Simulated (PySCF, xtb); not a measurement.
H2O2Sn, SMILES [OH][Sn][OH] (connectivity only; charge and spin as stated), neutral, multiplicity 1. The values are those of a single conformer.

Harmonic wavenumbers (cm⁻¹) from GFN2-xTB (xtb) at its own minimum, in rising order: 142, 298, 394, 403, 419, 488, 567, 3651, 3680.

Task: What does PySCF with B3LYP-D3(BJ)/def2-TZVP give at its own minimum? (An estimate is asked for; the answer gives what the named calculation found.)

Result: 188, 362, 459, 566, 600, 713, 773, 3786, 3828. Paired by order, the mean absolute difference is 137 cm⁻¹ and the zero-point energies are 14.4 and 16.1 kcal/mol.
